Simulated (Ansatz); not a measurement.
A run on H$_{7}$HfN$_{3}$O, SMILES `[NH2][Hf]([NH2])([NH2])[OH]` with other settings.

```yaml
crystal:
  periodic: [false, false, false]
  atoms:
    - {symbol: N, position_ang: [-1.773433, 0.589346, -0.151614]}
    - {symbol: Hf, position_ang: [0.271960, 0.064070, -0.071253]}
    - {symbol: N, position_ang: [0.397843, -1.299214, 1.562309]}
    - {symbol: N, position_ang: [0.920579, -0.776062, -1.554134]}
    - {symbol: O, position_ang: [1.502160, 1.727842, 0.237953]}
    - {symbol: H, position_ang: [-2.660075, 0.316465, 0.306931]}
    - {symbol: H, position_ang: [-2.011710, 1.216671, -0.546107]}
    - {symbol: H, position_ang: [0.235504, -0.947848, 2.801961]}
    - {symbol: H, position_ang: [0.310916, -2.028751, 1.487410]}
    - {symbol: H, position_ang: [1.687325, -0.896069, -1.871976]}
    - {symbol: H, position_ang: [0.268115, -1.309785, -2.196152]}
    - {symbol: H, position_ang: [1.735966, 2.797592, 0.369845]}
basis:
  gaussian: {orbitals: def2-mTZVPP, fitting: {mean_field: def2-universal-jkfit}, final_grid: {core_spheres: 8, valence_spheres: 7, degree: 23}}
hamiltonian: {xc: {name: wB97}}
output: {forces: true}
```

```sh
$ ansatz run in.yaml --threads 4 --pin off --events-out ev --progress --plain --max-ram 11315MiB
```

It prints (some lines left out):

```
Functional definition: wB97
661 factors; integrals over basis functions are off by at most 8.8e-1 eV
661 factors; integrals over basis functions are off by at most 1.3e-4 eV
mean field evaluation 1: about -7916.3715 eV, gradient 1.0e2 eV
mean field evaluation 2: about -7912.2102 eV, gradient 1.1e2 eV
mean field evaluation 4: about -7934.9670 eV, gradient 5.1e0 eV
mean field evaluation 8: about -7935.0159 eV, gradient 2.1e-1 eV
mean field evaluation 16: about -7935.0160 eV, gradient 6.8e-5 eV
mean field -7935.01603885 eV, -291.6064608806 hartree, gradient 2.0e-5 eV, S^2 0.000000; 0 other end points of the search recorded, 0 dependent functions left out
reference -7935.01602977 eV, -291.6064605470 hartree; 24, 24 occupied and 143, 143 virtual orbitals, 661 factors
Total energy: -7935.01602977 eV, -291.6064605470 hartree
Atom 0 at    -1.773433     0.589346    -0.151614 Å, force     6.071490   -18.906258    11.950258 eV/Å
Atom 1 at     0.271960     0.064070    -0.071253 Å, force    -1.799423     5.207601     8.162481 eV/Å
Atom 2 at     0.397843    -1.299214     1.562309 Å, force     2.907794    34.154147     7.132442 eV/Å
Atom 3 at     0.920579    -0.776062    -1.554134 Å, force   -11.768856    -2.671356    -1.858586 eV/Å
Atom 4 at     1.502160     1.727842     0.237953 Å, force     0.026859     3.199607     0.251077 eV/Å
Atom 5 at    -2.660075     0.316465     0.306931 Å, force     1.376310    -0.533605    -0.002034 eV/Å
Atom 6 at    -2.011710     1.216671    -0.546107 Å, force    -6.623782    19.304794   -12.484548 eV/Å
Atom 7 at     0.235504    -0.947848     2.801961 Å, force     0.717366    -1.649970    -5.735719 eV/Å
Atom 8 at     0.310916    -2.028751     1.487410 Å, force    -3.601944   -32.086709    -2.596279 eV/Å
Atom 9 at     1.687325    -0.896069    -1.871976 Å, force    13.093794    -1.810674    -5.243654 eV/Å
Atom 10 at     0.268115    -1.309785    -2.196152 Å, force     0.882539     0.917511     1.067384 eV/Å
Atom 11 at     1.735966     2.797592     0.369845 Å, force    -1.282148    -5.125088    -0.642822 eV/Å
Dipole moment:    -0.147040    -0.055980    -0.320307 e Å
```

Run time 1.6 s (4 threads of an Arm Neoverse V2 on a shared host); peak host memory 0.32 GiB.
